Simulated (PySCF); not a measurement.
## Correlation energy of Li⁺ (lithium, charge +1)

1s2, closed-shell 1S. Computed with PySCF 2.14 in cc-pVTZ-DK (4s3p2d1f, 30 functions), with scalar relativity by spin-free X2C-1e. Frozen: nothing; 2 electrons correlated.

Total MP2 correlation energy: -10.89 mhartree.

Same-spin part 0.00 and opposite-spin part -10.89 mhartree; SCS-MP2 scales them by 1/3 and 6/5 to -13.07 mhartree.

With two correlated electrons CCSD is exact within the correlated space (frozen core and kept virtual orbitals).

```
level  correlation energy (mhartree)
 CCSD                         -12.99
```

Diagnostics: T1 = 0.0017, D1 = 0.0024, largest double amplitude 0.034.

Q: Is a single reference adequate?

A: Yes: T1 lies below 0.03 and no double amplitude reaches 0.07.
